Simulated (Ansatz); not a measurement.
Geometry optimisation, RKS r2SCAN/STO-3G (Ansatz).

Input:

```yaml
crystal:
  periodic: [false, false, false]
  atoms:
    - { symbol: F, position_ang: [-3.1304, -1.0738, -0.6179] }
    - { symbol: Al, position_ang: [-1.4985, -0.4886, -0.298] }
    - { symbol: C, position_ang: [-0.2719, -0.2943, 1.2412] }
    - { symbol: Si, position_ang: [1.2306, 0.3799, 0.2228] }
    - { symbol: C, position_ang: [0.0922, 0.2332, -1.306] }
    - { symbol: H, position_ang: [0.0178, -1.2554, 1.7153] }
    - { symbol: H, position_ang: [-0.5651, 0.4489, 2.0038] }
    - { symbol: H, position_ang: [1.5063, 1.7836, 0.5547] }
    - { symbol: H, position_ang: [2.298, -0.5439, 0.2198] }
    - { symbol: H, position_ang: [0.5043, -0.4818, -1.998] }
    - { symbol: H, position_ang: [-0.1179, 1.2351, -1.7172] }
basis:
  gaussian: { orbitals: STO-3G }
hamiltonian:
  xc: r2scan
relax:
  f_tol: 0.02
  max_steps: 40
scf:
  lower_state_search: "off"
```

Launched with:

```bash
$ ansatz run input.yaml --threads 1 --pin off --max-ram 2048MiB --backend cpu --events-out ev --progress --plain --runs-dir out
```

**Question.** Where does it end, and by what steps?

**Answer.** The run converged. Limits of this set-up: minimal basis. After 4 steps the energy has fallen by 1.084 eV; F1 moved furthest, 0.29 Å. Joined: Al2–Si4.

```csv
step,energy less start (eV),largest force component (eV/Å),accepted
0,0.0000,3.943,yes
1,-0.9019,2.270,yes
2,-1.0617,1.236,yes
3,-1.0809,0.324,yes
4,-1.0839,0.013,yes
```

```xyz
11
Properties=species:S:1:pos:R:3
F -2.870 -0.967 -0.570
Al -1.357 -0.455 -0.268
C -0.298 -0.322 1.321
Si 1.091 0.350 0.216
C 0.052 0.233 -1.367
H -0.042 -1.257 1.830
H -0.630 0.383 2.090
H 1.496 1.702 0.547
H 2.273 -0.490 0.198
H 0.473 -0.435 -2.125
H -0.120 1.200 -1.851
```

Whether the end is a true minimum wasn't checked by a vibrational analysis.

Run time: 9.1 s on 1 thread of AMD EPYC 9R14 (Zen 4), with other jobs on the host, peak memory 0.16 GiB.
